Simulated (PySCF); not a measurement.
CH3FSZn. Atoms are numbered in the order given.

```xyz
7

Zn     0.0801    -0.7028     0.0000
F     -0.3853    -2.3892     0.0000
S      0.6774     1.3854     0.0000
C     -0.9783     2.2033     0.0000
H     -1.5603     1.9580    -0.8992
H     -0.7823     3.2849     0.0000
H     -1.5603     1.9580     0.8992
```
Charge 0, spin multiplicity 1.

The structure is a stationary point at B3LYP-D3(BJ)/def2-SVP. The structure was generated by enumeration; whether it is a known compound was not checked. One conformer was computed; it need not be the lowest.

Method: PBE/pcSseg-1 (PySCF).

GIAO shieldings, no solvent; atoms alike by connectivity are averaged. δ = σ(ref) − σ: ¹⁹F against CFCl3 (σ = 133.6 ppm); ³³S against H2S (σ = 706.5 ppm); ¹³C against TMS (σ = 182.0 ppm); ¹H against TMS (σ = 31.49 ppm), references at their B3LYP-D3(BJ)/def2-TZVP geometries, non-relativistic.

Task: Estimate the chemical shifts. (The exact figures need the calculation; the answer reports its results.)

Result: 
| nucleus | atoms | count | δ (ppm) |
|---|---|---|---|
| ¹⁹F | F2 | 1 | -213.0 |
| ³³S | S3 | 1 | 40.1 |
| ¹³C | C4 | 1 | 14.9 |
| ¹H | H5, H6, H7 | 3 | 2.42 |
